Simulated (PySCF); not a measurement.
[PySCF 2.14: GFN2-xTB geometry; GIAO PBE0/pcSseg-1 shieldings; one computed conformer; isolated molecule; rapidly exchanging positions averaged; non-relativistic]

Scale: $^{1}$H, $^{13}$C vs TMS (reference shieldings calculated alike). Shifts are as computed. Against solution values, carbons near 30 ppm lie about +3 ppm off and those near 130 ppm about +5 ppm; carbons on Cl a further +6 ppm. Of 1211 compounds with measured shifts, 218 miss one by over three times the rms of a fit or turn the order of signals round; such compounds aren't used in these exercises. Carbons bonded to Cl come out too deshielded. OH and NH positions are gas-phase values without hydrogen bonding to other molecules.

(1) Order these molecules by the shift of their most deshielded carbon-bound hydrogen, lowest δ first.
A. O=C=C(Cl)CC(=O)[SiH3]
B. C#C[P@@]1(=N)C[C@@H](C)[C@@H]1C=C
C. C=P1(n2cccc2)CCC1
D. N#C[C@H]([SiH3])[SiH]([SiH3])[SiH3]

(2) How many $^{13}$C and $^{1}$H signals does each give (equivalence by symmetry and fast rotation, but not about amide C–N or C=N bonds)? `C=P1(n2cccc2)CCC1`, `[SiH3]C#C[SiH2]N([SiH3])[SiH3]`, `O=C=C(Cl)CC(=O)[SiH3]`, `C#C[P@@]1(=N)C[C@@H](C)[C@@H]1C=C`, `N#C[C@H]([SiH3])[SiH]([SiH3])[SiH3]`

## Answers

(1) D (1.22 ppm, hydrogen on an sp3 CH bonded to 2 Si, α to a nitrile), A (3.27 ppm, hydrogen on an sp3 CH2 α to a carbonyl), B (6.86 ppm, hydrogen on an alkene CH), C (7.29 ppm, hydrogen on an aromatic CH next to a ring nitrogen).

(2) C=P1(n2cccc2)CCC1: 5 C, 7 H; [SiH3]C#C[SiH2]N([SiH3])[SiH3]: 2 C, 3 H; O=C=C(Cl)CC(=O)[SiH3]: 4 C, 2 H; C#C[P@@]1(=N)C[C@@H](C)[C@@H]1C=C: 8 C, 10 H; N#C[C@H]([SiH3])[SiH]([SiH3])[SiH3]: 2 C, 5 H.
